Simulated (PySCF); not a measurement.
# From computed data to an observable: chemical shift, span and skew from a shielding tensor

C3H7NOSi, SMILES C[C@@H](C#N)[SiH2]O. Atoms are numbered in the order given.

```xyz
13

C     -1.9272     0.0345     0.5612
C     -0.8262     0.1964    -0.5073
C     -0.1161     1.4634    -0.3812
N      0.5204     2.4211    -0.2213
Si     0.5220    -1.1638    -0.3620
O      1.3849    -0.9103     1.0375
H     -1.4912     0.0380     1.5715
H     -2.6669     0.8471     0.5033
H     -2.4518    -0.9221     0.4196
H     -1.2606     0.1417    -1.5214
H     -0.1396    -2.4850    -0.2267
H      1.3685    -1.1031    -1.5867
H      1.8281    -0.0554     1.1222
```
Charge 0, spin multiplicity 1.

Geometry optimised at B3LYP-D3(BJ)/def2-SVP. The structure was generated by enumeration; whether it is a known compound was not checked. The values are those of a single conformer.

GIAO shieldings from B3LYP/pcSseg-1 (PySCF), non-relativistic, no solvent. The symmetric part of the tensor of N4 has the principal values -216.3, -204.5, 293.6 ppm. The same nucleus in NH3 has σ = 265.5 ppm at this level (PySCF, at its B3LYP-D3(BJ)/def2-TZVP geometry).

### Question
Work out the isotropic shielding, the ¹⁵N shift against NH3, the span and the skew.

### Answer

σ(iso) = (σ11 + σ22 + σ33)/3 = -42.4 ppm. δ = σ(ref) − σ(iso) = 265.5 − (-42.4) = 307.9 ppm.
Span Ω = σ33 − σ11 = 509.9 ppm. Skew κ = 3(σ(iso) − σ22)/Ω = 0.95. Tumbling in solution averages the tensor to δ; in a static solid the shielding alone would spread this spin-1/2 line over Ω.
